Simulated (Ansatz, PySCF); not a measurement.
Caution: the highest occupied level lies above zero, so the state may not be bound. This triplet is an excited state, 1.59 eV above the relaxed singlet at the level frozen-core CCSD(T)/aug-cc-pVDZ // PBE0-D3(BJ)/def2-TZVPD (Ansatz, a first-principles code).

Cartesian coordinates (Å):
```xyz
7

N     -1.6055     0.2675    -0.1441
Al     0.0935     0.3643     0.6038
N      1.5538    -0.4686    -0.1894
H     -2.0066     1.1370    -0.4686
H     -2.3098    -0.2175     0.3951
H      2.2889     0.1359    -0.5302
H      1.9857    -1.2185     0.3334
```
Charge -1, spin multiplicity 3.

Q: Estimate the highest occupied spin orbital and total energy that PBE0-D3(BJ)/def2-TZVPD (PySCF) returns for this input.

A: 
```json
{
 "highest_occupied_spin_orbital": "1.77 eV",
 "total_energy": "-354.1625 Ha"
}
```
